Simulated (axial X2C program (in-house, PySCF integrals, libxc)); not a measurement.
## Density and ELF of SbO⁺

Calculated with an in-house all-electron X2C program for linear molecules (integrals from PySCF). Two-component (2c) means X2C with spin–orbit coupling and atomic mean-field two-electron Coulomb and Gaunt terms. Basis: Sb dyall-cv3z [11s12p8d4f1g], O dyall-av3z [7s6p3d2f] (cores contracted in-house); Gaussian nuclei, density fitting, unrestricted open shells. Masses: Sb 120.904 u, O 15.995 u.

PBE0, with spin–orbit coupling, state Ω = 0 (closed shell); Sb at z = 0, O at z = 1.759 Å.

The maps cover the half plane through the axis: z from -2.4 to 3.6 Å along the bond, ρ from 0.15 to 2.25 Å away from it.

log10 of the density in e/bohr³:

```
 ρ\z  -2.4  -1.8  -1.2  -0.6   0.0   0.6   1.2   1.8   2.4   3.0   3.6
0.15  -3.3  -2.3  -1.4  -0.1   1.8  -0.1  -0.4   0.6  -0.7  -2.0  -3.3
0.45  -3.4  -2.4  -1.5  -0.5   0.4  -0.6  -0.7  -0.3  -1.0  -2.2  -3.4
0.75  -3.5  -2.5  -1.7  -1.0  -0.6  -1.1  -1.1  -0.9  -1.5  -2.5  -3.6
1.05  -3.7  -2.8  -2.0  -1.5  -1.3  -1.5  -1.6  -1.5  -2.0  -2.8  -3.9
1.35  -3.9  -3.1  -2.4  -1.9  -1.8  -1.9  -2.0  -2.1  -2.5  -3.3  -4.2
1.65  -4.2  -3.4  -2.8  -2.4  -2.2  -2.4  -2.5  -2.7  -3.1  -3.7  -4.5
1.95  -4.6  -3.8  -3.2  -2.9  -2.7  -2.8  -3.0  -3.2  -3.6  -4.1  -4.8
2.25  -5.0  -4.2  -3.7  -3.4  -3.2  -3.3  -3.5  -3.7  -4.0  -4.6  -5.2
```

Electron localisation function (collinear form, no current term, damped to 0 at low density):

```
 ρ\z  -2.4  -1.8  -1.2  -0.6   0.0   0.6   1.2   1.8   2.4   3.0   3.6
0.15  0.23  0.88  0.75  0.54  0.76  0.51  0.79  0.34  0.90  0.49  0.05
0.45  0.17  0.87  0.79  0.35  0.77  0.27  0.76  0.81  0.86  0.42  0.03
0.75  0.08  0.82  0.84  0.33  0.35  0.20  0.67  0.79  0.72  0.29  0.01
1.05  0.03  0.69  0.85  0.56  0.28  0.31  0.52  0.58  0.46  0.14  0.00
1.35  0.00  0.41  0.79  0.70  0.46  0.37  0.37  0.32  0.20  0.04  0.00
1.65  0.00  0.10  0.57  0.63  0.45  0.28  0.23  0.15  0.06  0.01  0.00
1.95  0.00  0.01  0.20  0.35  0.26  0.15  0.11  0.05  0.01  0.00  0.00
2.25  0.00  0.00  0.02  0.08  0.07  0.05  0.03  0.01  0.00  0.00  0.00
```

One determinant describes the state; a PBE0 search over occupations chose it and may have missed a lower one.
